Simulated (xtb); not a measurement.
germylsilane (H6GeSi), singlet, at a GFN2-xTB geometry. Base run: GFN0-xTB (xtb).

Input for xtb:
```
$ xtb mol.xyz --gfn 0 --json

# file mol.xyz
8

Si    -1.56704071     0.16693932     0.03758954
Ge     0.74957058    -0.07985294    -0.01798040
H     -2.14643979    -0.68810588     1.07390640
H     -1.92532104     1.55570653     0.32693199
H     -2.15072553    -0.20470937    -1.25157588
H      1.24574300    -1.41299042    -0.49700975
H      1.48093017     0.88627488    -0.90376928
H      1.44812445     0.08196777     1.30063566
```

Variants of this job, named by their change:

| change | ΔE vs base (kJ/mol) | HOMO-LUMO gap (eV) |
|---|---|---|
| base | 0.00 | 4.85 |
| etemp = 10 | 0.00 | 4.85 |
| etemp = 1000 | 0.00 | 4.85 |
